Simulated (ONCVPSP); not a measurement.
## An odd input for ONCVPSP 4.0.1 (As (Z = 33))

Command:

```bash
oncvpsp.x < As.dat > As.out
```

Input:

```
# ATOM AND REFERENCE CONFIGURATION
# atsym  z   nc   nv     iexc    psfile
  As 33.00    3    5  -116133      upf
#
#   n    l    f
    1    0    2.00
    2    0    2.00
    2    1    6.00
    3    0    2.00
    3    1    6.00
    3    2   10.00
    4    0    2.00
    4    1    1.50
#
# PSEUDOPOTENTIAL AND OPTIMIZATION
# lmax
    2
#
#   l,   rc,      ep,       ncon, nbas, qcut
    0    1.05    0.00    4    8   10.00
    1    1.10    0.00    4    8   14.60
    2    0.65    0.00    3    8   22.10
#
# LOCAL POTENTIAL
# lloc, lpopt,  rc(5),   dvloc0
    2    5    0.65    0.00
#
# VANDERBILT-KLEINMAN-BYLANDER PROJECTORs
# l, nproj, debl
    0    2    1.50
    1    2    4.00
    2    0    2.90
#
# MODEL CORE CHARGE
# icmod, fcfact, rcfact
    0    0.00    0.00
#
# LOG DERIVATIVE ANALYSIS
# epsh1, epsh2, depsh
   -9.00    5.00    0.04
#
# OUTPUT GRID
# rlmax, drl
    6.00    0.50
#
# TEST CONFIGURATIONS
# ncnf
    4
# nvcnf
#   n    l    f
    5
    3    0    2.00
    3    1    6.00
    3    2   10.00
    4    0    2.00
    4    1    3.00
#
    5
    3    0    2.00
    3    1    6.00
    3    2   10.00
    4    0    2.00
    4    1    2.00
#
    5
    3    0    2.00
    3    1    6.00
    3    2   10.00
    4    0    2.00
    4    1    1.00
#
    5
    3    0    2.00
    3    1    6.00
    3    2   10.00
    4    0    0.00
    4    1    5.00
#
```

This is an input that runs to its end, with one change: drl set to 0.5 bohr.

Question: How does the run end?

Answer: The program runs through. Ghost flags: GHOST(+) s at 196.5 eV; the largest excitation error among the 4 tests with output is 1.69 meV, as for the unchanged input.

```
   1   0  2.0000 -430.45934841
   2   0  2.0000  -54.71224620
   2   1  6.0000  -48.00282518
   3   0  2.0000   -7.10068307   -7.10124790   -5.65D-04
   3   1  6.0000   -5.02601278   -5.02648993   -4.77D-04
   3   2 10.0000   -1.61162866   -1.61248378   -8.55D-04
   4   1  5.0000   -0.23641515   -0.23640475    1.04D-05

    Total energies and differences
      AE_ref= -2.25858332D+03  AE_tst= -2.25850569D+03  dif=  7.76D-02
      PS_ref= -3.31574728D+02  PS_tst= -3.31497122D+02  dif=  7.76D-02
      PSP excitation error=  2.45D-05
```
